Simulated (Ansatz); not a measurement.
Input file for Ansatz (a quantum-chemistry and plane-wave program): R-CCSD(T)/def2-QZVPP on H2OSn (SMILES [OH][SnH]), a point of a torsion scan. Elements past Kr take the def2 small-core potentials; no spin–orbit coupling. Files ending in .json are basis or fitting sets from the Basis Set Exchange. The run froze 10 orbitals, filled d shells among them.

Ansatz 0.2 input:
```yaml
crystal:
  periodic: [false, false, false]
  atoms:
    - {symbol: O, position_ang: [-1.00373528, 0.07383699, 0.17588884]}
    - {symbol: Sn, position_ang: [0.77930588, 0.88564840, -0.11353836]}
    - {symbol: H, position_ang: [-1.70879883, -0.53664519, -0.02144560]}
    - {symbol: H, position_ang: [0.68815417, 1.58955428, -1.93939541]}
basis:
  gaussian:
    orbitals: def2-QZVPP.json
magnetization: {spin_polarized: false}
correlation: {method: ccsd_t, electrons: outside_noble_gas}
scf: {lower_state_search: off}
```

Output:

```
WARN ansatz: RAYON_NUM_THREADS=1 ignored (pool sized by the plan → 1); use --threads N
Functional definition: HF
these checks for a lower state are left out or cut short: stability, starts, cluster_reference, orbital_swaps, neighbouring_geometries, increment
integrals: 0.80 GiB planned
1245 factors; integrals over basis functions are off by at most 8.0e-4 eV
mean field: 0.50 GiB planned
mean field evaluation 1: about -7871.8183 eV, gradient 4.2e1 eV
mean field evaluation 2: about -7871.8196 eV, gradient 4.2e1 eV
mean field evaluation 4: about -7875.1102 eV, gradient 2.4e0 eV
mean field evaluation 8: about -7875.1459 eV, gradient 1.2e-3 eV
mean field -7875.14589643 eV, -289.4062737282 hartree, gradient 2.5e-6 eV, S^2 0.000000; 0 other end points of the search recorded, 0 dependent functions left out
10 core orbitals not correlated
reference -7875.14589643 eV, -289.4062737282 hartree; 6, 6 occupied and 183, 183 virtual orbitals, 1245 factors
second order -9.88868529 eV of doubles, -0.00000000 eV of singles
coupled cluster: 0.97 GiB planned
cycle   1  -9.83208967 eV  change    5.7e-2 eV  update   9.0e-2
cycle   2  -10.11808562 eV  change   -2.9e-1 eV  update   3.5e-2
cycle   3  -10.22280127 eV  change   -1.0e-1 eV  update   2.0e-2
cycle   4  -10.20952992 eV  change    1.3e-2 eV  update   5.4e-3
cycle   5  -10.20732098 eV  change    2.2e-3 eV  update   2.8e-3
cycle   6  -10.20879894 eV  change   -1.5e-3 eV  update   1.1e-3
cycle   7  -10.20848590 eV  change    3.1e-4 eV  update   5.6e-4
cycle   8  -10.20832283 eV  change    1.6e-4 eV  update   2.1e-4
cycle   9  -10.20843063 eV  change   -1.1e-4 eV  update   1.0e-4
cycle  10  -10.20843801 eV  change   -7.4e-6 eV  update   5.1e-5
cycle  11  -10.20841925 eV  change    1.9e-5 eV  update   3.0e-5
cycle  12  -10.20843962 eV  change   -2.0e-5 eV  update   1.3e-5
cycle  13  -10.20843552 eV  change    4.1e-6 eV  update   5.1e-6
perturbative correction -0.39655023 eV, -0.0145729521 hartree
Total energy: -7885.75088218 eV, -289.7959997662 hartree
Checks for a lower state left out: stability, starts, cluster_reference, orbital_swaps, neighbouring_geometries, increment
```

The run converged.

Cost: about 4 core-minutes (a rough figure).
